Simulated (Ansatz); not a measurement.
A structure relaxed at PBE0-D4/def2-TZVP, charge 0, multiplicity 1:

```xyz
13

C     2.140    0.471    0.915
Al    0.229    0.796    0.861
F    -0.324    2.292    1.308
C    -1.113   -0.498    0.322
Si   -1.370   -0.614   -1.522
H     2.439    0.086    1.896
H     2.444   -0.272    0.173
H     2.713    1.386    0.743
H    -2.070   -0.248    0.792
H    -0.808   -1.490    0.678
H    -0.085   -0.956   -2.196
H    -1.826    0.695   -2.067
H    -2.371   -1.648   -1.901
```

**Question.** Give its formula and SMILES.

**Answer.** C2H8AlFSi, `[CH3][Al]([F])[CH2][SiH3]`.

**Question.** Point group (tolerance 0.08 Å, 0.16 Å for H)?

**Answer.** C1.

**Question.** Summarise the bond lengths by kind.

**Answer.** 2 × Al–C 1.939 to 1.941 Å; 5 × C–H 1.093 to 1.097 Å; 1 × Al–F 1.656 Å; 1 × C–Si 1.866 Å; 3 × H–Si 1.489 to 1.491 Å.

Program: Ansatz 0.2.0.
